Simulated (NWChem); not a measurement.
CH5MgNS; SMILES [Mg]([NH2])[S]C

```xyz
9

Mg     0.1603    -1.0117    -0.0046
N     -0.2235    -2.8589     0.0032
H     -0.3324    -3.4503     0.8221
H     -0.3380    -3.4576    -0.8096
S      0.6442     1.2474     0.0013
C     -1.0000     2.0568     0.0000
H     -1.5821     1.8166    -0.9010
H     -0.8242     3.1415     0.0091
H     -1.5908     1.8030     0.8916
```
Atoms are numbered in this order, from 1.

Program: NWChem. Geometry: optimised at PBE0/def2-SVP. Ions are spin-unrestricted doublets at the neutral geometry; other ion states weren't tried.

For level PBE/def2-SVP:

| Property | Result |
|---|---|
| vertical ionisation energy, ΔSCF (eV) | 7.82 |
| −ε(HOMO) (eV) | 4.90 |

Question: How do the values read with level CAM-B3LYP/def2-SVP instead?

Answer: 
| Property | Value |
|---|---|
| vertical ionisation energy, ΔSCF (eV) | 8.62 |
| −ε(HOMO) (eV) | 7.54 |
